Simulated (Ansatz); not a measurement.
PbCl₂. The state is a triplet with charge 0. Geometry PBE0-D4/def2-TZVP, that of the charge +1 doublet; atoms count from 1.

```xyz
3

Pb    0.6439    0.0274   -1.2883
Cl    0.7325    0.5836    1.1839
Cl   -1.3764   -0.6110    0.1043
```

In the def2 sets Pb takes a core potential; there is no spin–orbit coupling. At PBE0-D4/def2-TZVP a singlet of charge 0 lies 1.68 eV below the triplet at the same geometry. The structure comes from a short search, and lower isomers may exist.

(1) Estimate the Mulliken populations from the PBE0/def2-TZVP orbitals of Ansatz.

(2) Where does the spin sit?

(3) And the Mayer bond orders between bonded heavy atoms (over 0.3)?

Answers

(1) 
| atom | charge (e) | spin (α − β) |
| --- | --- | --- |
| Pb1 | 0.39 | 0.97 |
| Cl2 | -0.19 | 0.52 |
| Cl3 | -0.19 | 0.52 |
Mulliken values and Mayer orders depend strongly on the basis.

(2) Summed by element: Pb 0.97, Cl 1.03, of 2 unpaired in all. Largest on single atoms: Pb1 0.97, Cl2 0.52, Cl3 0.52.

(3) Pb1–Cl2 0.54 (2.54 Å); Pb1–Cl3 0.54 (2.54 Å). Values over 0.3 also appear between atoms too far apart for a bond (Cl2–Cl3 0.48 at 2.65 Å); they arise where an orbital or an unpaired electron spreads over both atoms.
